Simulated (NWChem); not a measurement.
[NH2][Mg][Br] (MgNH2Br), optimised at B3LYP/6-31G* with NWChem:

| Item | Value |
|---|---|
| highest occupied level (eV) | -6.09 |
| orbital gap (eV) | 4.62 |
| dipole (D) | 2.67 |
| highest harmonic frequency (cm⁻¹) | 3629 |
| zero-point energy (kcal/mol) | 15.5 |

All stand in one matching conformer (torsions within 35°), which need not be the lowest. Pople sets run with spherical d functions. This build's default masses of Se (78.918 u) and Br (79.917 u) are each other's, which moves their modes by up to 0.6 %.

One Mg atom is replaced by Be, giving [NH2][Be][Br] (BeNH2Br), optimised at the same level. How do these values move?


```
quantity                           new value  change
---------------------------------  ---------  ------
highest occupied level (eV)            -7.02   -0.93
orbital gap (eV)                        7.21   +2.59
dipole (D)                              2.69   +0.02
highest harmonic frequency (cm⁻¹)       3650     +21
zero-point energy (kcal/mol)            17.2    +1.7
```
